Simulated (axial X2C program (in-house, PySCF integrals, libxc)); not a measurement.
## Worked dissociation energy of MgAu⁺: CCSD(T), 2c

All values were computed with an axial X2C code built on PySCF integrals. Two-component (2c) means X2C with spin–orbit coupling and atomic mean-field two-electron Coulomb and Gaunt terms. Basis: Au dyall-cv3z [13s14p9d6f4g], Mg dyall-cv3z [9s8p6d3f] (cores contracted in-house); Gaussian nuclei, density fitting, unrestricted open shells. Masses: Au 196.967 u, Mg 23.985 u.

Molecular state: Ω = 0 (closed shell).

Correlated methods: 12 electrons correlated (number of frozen shells: Au 5 s, 4 p, 2 d, 1 f; Mg 2 s, 1 p), 334 virtual spin orbitals or spinors in MP2, 90 natural virtuals in coupled cluster.

| Item | Value |
| --- | --- |
| E(Au) (2M_J = 1) | -19011.785354 hartree |
| E(Mg+) (2M_J = 1) | -199.657849 hartree |
| E(MgAu⁺) at Re | -19211.534508 hartree |
| ωe | 339.1 cm⁻¹ |
| ωexe | 1.44 cm⁻¹ |

Work out De and D0.

De = -19011.785354 + (-199.657849) − (-19211.534508) = 0.09130 hartree = 2.485 eV. The zero-point energy is ωe/2 − ωexe/4 = 169 cm⁻¹ = 0.021 eV, so D0 = 2.464 eV.

One determinant describes the state; a PBE0 search over occupations chose it and may have missed a lower one. The closed shell is kept restricted, so the energy runs too high when the bond is stretched far. Dissociation energies refer to the lowest single-determinant-based atoms at the same level and basis. Coupled cluster ran in a truncated set of natural virtual spinors; the MP2 energy of the rest was added. (T) has no such correction and the atoms are truncated less, which lowers De at CCSD(T) by a hundredth of an eV or more. The T1 diagnostic is large, a sign of multireference character.

Each atomic determinant is the lowest at this level and need not be a pure J level. Totals compare only within one Hamiltonian and basis.
